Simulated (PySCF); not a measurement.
PySCF 2.14 output of an unrestricted M06-2X calculation on a single atom or ion in aug-cc-pVDZ (5s4p2d, 27 functions), with the non-relativistic Hamiltonian (point nucleus):

```
SCF conv_tol = 1e-09
number electrons alpha = 6  beta = 5
    Y. Zhao and D. G. Truhlar.,  Theor. Chem. Acc. 120, 215 (2008)
    Y. Zhao and D. G. Truhlar.,  Theor. Chem. Acc. 120, 215 (2008)
cycle= 1 E= -199.764099784714  delta_E= -0.00118  |g|= 0.00459  |ddm|= 0.55
cycle= 2 E= -199.764134285041  delta_E= -3.45e-05  |g|= 0.00095  |ddm|= 0.143
cycle= 3 E= -199.764135970785  delta_E= -1.69e-06  |g|= 3e-05  |ddm|= 0.0389
cycle= 4 E= -199.764135972732  delta_E= -1.95e-09  |g|= 3.11e-06  |ddm|= 0.00123
cycle= 5 E= -199.764135972749  delta_E= -1.67e-11  |g|= 1.42e-07  |ddm|= 0.00011
converged SCF energy = -199.764135972749  <S^2> = 0.75000612  2S+1 = 2.0000061
```

The run itself started from symmetry-adapted Hartree-Fock orbitals and held the occupation by maximum overlap, on a logarithmic radial grid, so the iterations belong to that start.

Question: Which element, charge and spin multiplicity is this?

Answer: Mg⁺ (magnesium, charge +1), multiplicity 2; the state was [Ne] 3s1, 2S determinant.
